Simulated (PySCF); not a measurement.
Species: C₅H₄Cl₃N.
SMILES with atom numbers: `[N:1]#[C:2][C@@H:3]1[CH2:4][C@:5]1([Cl:6])[CH:7]([Cl:8])[Cl:9]` (hydrogens: H10 on C3; H11, H12 on C4; H13 on C7)

The same species was optimised twice, with GFN2-xTB and with PBE0-D3(BJ)/def2-SVP (PySCF), and the same property calculations (PySCF, gas phase) were run on both structures.

| coordinate | GFN2-xTB | PBE0-D3(BJ)/def2-SVP | change |
| --- | --- | --- | --- |
| C2–C3 (Å) | 1.422 | 1.438 | +0.016 |
| N1≡C2 (Å) | 1.144 | 1.158 | +0.014 |
| C7–Cl8 (Å) | 1.780 | 1.769 | -0.011 |
| C5–Cl6 (Å) | 1.760 | 1.752 | -0.008 |
| C4–C5 (Å) | 1.494 | 1.488 | -0.006 |
| C7–Cl9 (Å) | 1.780 | 1.774 | -0.006 |
| C5–C7 (Å) | 1.502 | 1.506 | +0.004 |
| C3–C4 (Å) | 1.511 | 1.514 | +0.003 |
| C3–C5 (Å) | 1.516 | 1.515 | -0.001 |
| Cl8–C7–Cl9 (°) | 109.9 | 111.9 | +2.0 |
| Cl6–C5–C7 (°) | 113.0 | 114.2 | +1.2 |
| C4–C5–C7 (°) | 119.9 | 118.9 | -1.0 |
| C2–C3–C5 (°) | 119.0 | 120.0 | +1.0 |
| C2–C3–C4 (°) | 119.3 | 120.2 | +0.9 |
| C3–C5–Cl6 (°) | 116.9 | 116.2 | -0.7 |
| C5–C7–Cl9 (°) | 110.0 | 110.4 | +0.4 |
| N1–C2–C3 (°) | 179.4 | 178.9 | -0.5 |
| C4–C5–C7–Cl8 (°) | -155 | -154 | +1 |

Rotational constants: A = 1188, B = 844.5, C = 713.6 MHz (GFN2-xTB) against A = 1167, B = 847.0, C = 710.2 MHz (PBE0-D3(BJ)/def2-SVP). Point groups within 0.08 Å: C1 and C1.

On the GFN2-xTB structure: lowest singlet, TDDFT (eV) 6.26 [B3LYP/def2-SVPD]; isotropic polarisability (au) 100.9 [B3LYP/def2-SVPD]; HOMO (eV) -8.55 [B3LYP/def2-SVPD]; LUMO (eV) -1.20 [B3LYP/def2-SVPD]; dipole (D) 3.32 [B3LYP/def2-SVPD]; HOMO (eV) -8.78 [PBE0/pcSseg-1]; LUMO (eV) -0.87 [PBE0/pcSseg-1]; dipole (D) 3.33 [PBE0/pcSseg-1]; GIAO shielding of N1 (ppm) -36.0 [PBE0/pcSseg-1]; GIAO shielding of C2 (ppm) 65.2 [PBE0/pcSseg-1]; GIAO shielding of C3 (ppm) 168.8 [PBE0/pcSseg-1]; GIAO shielding of C4 (ppm) 158.3 [PBE0/pcSseg-1]; GIAO shielding of C5 (ppm) 125.6 [PBE0/pcSseg-1]; GIAO shielding of Cl6 (ppm) 763.6 [PBE0/pcSseg-1]; GIAO shielding of C7 (ppm) 95.7 [PBE0/pcSseg-1]; GIAO shielding of Cl8 (ppm) 651.3 [PBE0/pcSseg-1].

Q: What do these properties become on the PBE0-D3(BJ)/def2-SVP structure?

A: 
```csv
property,level,on GFN2-xTB,on PBE0-D3(BJ)/def2-SVP,change
"lowest singlet, TDDFT (eV)",B3LYP/def2-SVPD,6.26,6.32,+0.06
isotropic polarisability (au),B3LYP/def2-SVPD,100.9,101.4,+0.5
HOMO (eV),B3LYP/def2-SVPD,-8.55,-8.55,0.00
LUMO (eV),B3LYP/def2-SVPD,-1.20,-1.16,+0.04
dipole (D),B3LYP/def2-SVPD,3.32,3.32,0.00
"energy, GFN2-xTB geometry as zero (kcal/mol)",B3LYP/def2-SVPD,0.0,-1.0,-1.0
HOMO (eV),PBE0/pcSseg-1,-8.78,-8.78,0.00
LUMO (eV),PBE0/pcSseg-1,-0.87,-0.84,+0.03
dipole (D),PBE0/pcSseg-1,3.33,3.33,0.00
"energy, GFN2-xTB geometry as zero (kcal/mol)",PBE0/pcSseg-1,0.0,-0.6,-0.6
GIAO shielding of N1 (ppm),PBE0/pcSseg-1,-36.0,-43.4,-7.4
GIAO shielding of C2 (ppm),PBE0/pcSseg-1,65.2,62.6,-2.6
GIAO shielding of C3 (ppm),PBE0/pcSseg-1,168.8,165.6,-3.2
GIAO shielding of C4 (ppm),PBE0/pcSseg-1,158.3,156.4,-1.9
GIAO shielding of C5 (ppm),PBE0/pcSseg-1,125.6,126.2,+0.6
GIAO shielding of Cl6 (ppm),PBE0/pcSseg-1,763.6,772.5,+8.9
GIAO shielding of C7 (ppm),PBE0/pcSseg-1,95.7,97.0,+1.3
GIAO shielding of Cl8 (ppm),PBE0/pcSseg-1,651.3,671.6,+20.3
```

The heavy atoms differ by 0.028 Å rms after alignment. Among bonds between heavy atoms C2–C3 changes most (+0.016 Å). Changes are differences of the printed values. Neither structure is proved a minimum here.

The values belong to the conformer `[N:1]#[C:2][C@@H:3]1[CH2:4][C@:5]1([Cl:6])[CH:7]([Cl:8])[Cl:9]`: C4–C5–C7–Cl8 -154°.
